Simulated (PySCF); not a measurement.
## Mg (magnesium, neutral) across methods

[Ne] 3s1 4s1, high-spin 3S determinant (an excited configuration). All numbers are calculated (PySCF 2.14, scalar relativity by spin-free X2C-1e, in x2c-TZVPPall with one added diffuse shell each of s, p, d type (6s5p4d, 41 functions)).

```tsv
method	E (hartree)	mean ε 2p β (eV)	mean ε 3s α (eV)	mean ε 4s α (eV)	Σ⟨r²⟩ (bohr²)	⟨S²⟩
LDA	-199.2418	-51.889	-8.401	-1.601	87.22	2.000
BHandHLYP	-200.1931	-59.930	-9.895	-1.929	90.64	2.000
PBE	-200.0721	-51.786	-8.338	-1.625	89.67	2.000
B97-3	-200.1676	-56.232	-9.110	-1.834	89.62	2.000
B3LYP	-200.2133	-55.222	-9.038	-1.745	89.18	2.000
BLYP	-200.2021	-51.803	-8.239	-1.424	89.00	2.000
PBE0	-200.0900	-55.872	-9.169	-1.881	90.67	2.000
UHF	-199.75763	-66.955	-11.286	-2.395	93.21	2.000
```

Task: Estimate the same row for r2SCAN.

Result: E (hartree) = -200.1650; mean ε 2p β (eV) = -53.189; mean ε 3s α (eV) = -8.559; mean ε 4s α (eV) = -1.560; Σ⟨r²⟩ (bohr²) = 91.18; ⟨S²⟩ = 2.000.

The outer electron is Rydberg-like, and this basis confines it to a smaller radius and binds it less than a complete one would.
